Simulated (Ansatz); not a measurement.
Two isomers of CH6BFOSi: A = `CB(F)[SiH2]O`, B = `B[SiH2]C(O)F`.

Program: Ansatz. Geometries: PBE0-D4/def2-TZVP. ΔE: electronic, gas phase. CCSD(T)/CBS adds triple-zeta CCSD(T) − MP2 to the extrapolated MP2 energy (def2 sets, frozen cores). Functionals use def2-TZVPP. B3LYP here is the variant with VWN-RPA as its local correlation; programs differ in this. One conformer a species, not always the lowest.

Q: Which isomer does CCSD(T)/CBS put lower? Give the gap. (Best estimate.)

A: Computed: A, by 96.2 kcal/mol.

Q: Give E(B) − E(A) in kcal/mol with r2SCAN-D4, CCSD/def2-TZVPP, PBE0-D4, B3LYP-D4, HF/def2-TZVPP, B3LYP, MP2/def2-TZVPP. (Estimate.)

A: Computed: r2SCAN-D4 95.7, CCSD/def2-TZVPP 95.5, PBE0-D4 93.9, B3LYP-D4 94.4, HF/def2-TZVPP 94.9, B3LYP 94.7, MP2/def2-TZVPP 99.0. None reverses the order clearly.

Largest T1 diagnostic: 0.013.

From PBE to PBE0 (25 % exact exchange), in def2-TZVPP and without D4, E(B) − E(A) moves by +1.6 kcal/mol.
